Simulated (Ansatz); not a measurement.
`[O]=[Mo]([OH])([F])=[S]` + NH₃ → `[NH2][Mo](=[O])([F])=[S]` + H₂O at 500 K and 1 bar (ligand exchange at a Mo–O bond).

Calculated with Ansatz (gas phase, PBE0-D4/def2-TZVP geometries, no zero-point term in ΔE). CCSD(T)/CBS adds triple-zeta CCSD(T) − MP2 to the extrapolated MP2 energy (def2 sets, frozen cores). This one scheme is used for every species. Elements past krypton have def2 core potentials. For Mo outer-core shells are correlated without core-valence functions, which leaves a few kJ/mol of doubt a bond. Each species was taken in one conformer, which may not be the lowest.

```tsv
species	CCSD(T)/CBS energy (Eh)	H − E (kJ/mol)	S (J/(mol·K))
`[O]=[Mo]([OH])([F])=[S]`	-716.80850	94.4	392.1
NH₃	-56.50880	108.2	211.8
`[NH2][Mo](=[O])([F])=[S]`	-696.93442	128.9	398.0
H₂O	-76.37941	73.2	206.3
```

H − E and S are ideal-gas, rigid-rotor, harmonic terms from PBE0-D4/def2-TZVP, for one conformer and one mirror image of each species. 1 Eh = 2625.50 kJ/mol, R = 8.31446 J/(mol·K).

Q: By hand: ΔE, ΔH, ΔS and ΔG.

A: ΔE = (-696.93442) + (-76.37941) − (-716.80850) − (-56.50880) = 0.00347 Eh = 9.1 kJ/mol. Δ(H − E) = 128.9 + 73.2 − 94.4 − 108.2 = -0.5, so ΔH = 8.6 kJ/mol. ΔS = 398.0 + 206.3 − 392.1 − 211.8 = 0.4 J/(mol·K). ΔG = 8.6 − 500 × (0.4)/1000 = 8.4 kJ/mol.

Q: By hand: the equilibrium constant, and the temperature at which ΔG would vanish if ΔH and ΔS stayed fixed.

A: log₁₀ K = −ΔG/(RT ln 10) = -0.9. ΔG = 0 at ΔH/ΔS = 21500 K, far beyond where these terms or the molecules hold.

The number of gas molecules stays the same, so ΔS is small and ΔH decides. A doubt of 5 kJ/mol in ΔE shifts log₁₀ K by 0.5 here. Other conformers and mirror images would add mixing entropy, several J/(mol·K) or more a flexible species. These are equilibria of isolated gas molecules and say nothing of rates. Largest T1 diagnostic: 0.025 (customary marks: 0.02 for closed shells, 0.045 for open ones).
